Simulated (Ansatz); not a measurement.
Isolated molecules relaxed with PBE0-D4/def2-TZVP in Ansatz; ΔE leaves out vibrations. CCSD(T)/CBS is the MP2 limit (def2-TZVPP, def2-QZVPP) plus CCSD(T) − MP2 in def2-TZVPP, frozen cores. Functionals use def2-TZVPP. Each species was taken in one conformer, which may not be the lowest.

`B[SiH2]N[SiH2]F` + `BC(=C)S` → `BC(=C)S[SiH2]F` + `B[SiH2]N`  (ligand exchange at the Si–N bond)

**Question.** Is it downhill or uphill in electronic energy at CCSD(T)/CBS, and by how much? (Estimate.)

**Answer.** Computed: Uphill: ΔE = +3.9 kcal/mol.

**Question.** What do these levels give: PBE-D4, r2SCAN-D4, HF/def2-TZVPP, SCS-MP2/def2-TZVPP, MP2/def2-QZVPP, HF/CBS(def2)? (Best estimate.)

**Answer.** Computed: PBE-D4 2.8, r2SCAN-D4 4.2, HF/def2-TZVPP 2.0, SCS-MP2/def2-TZVPP 4.3, MP2/def2-QZVPP 3.9, HF/CBS(def2) 2.2 kcal/mol.

Largest T1 diagnostic among the species: 0.012.

In def2-TZVPP, CCSD(T) changes the Hartree–Fock value by +2.7 kcal/mol (the triples alone add +0.3 kcal/mol) and MP2 by +2.3 kcal/mol.
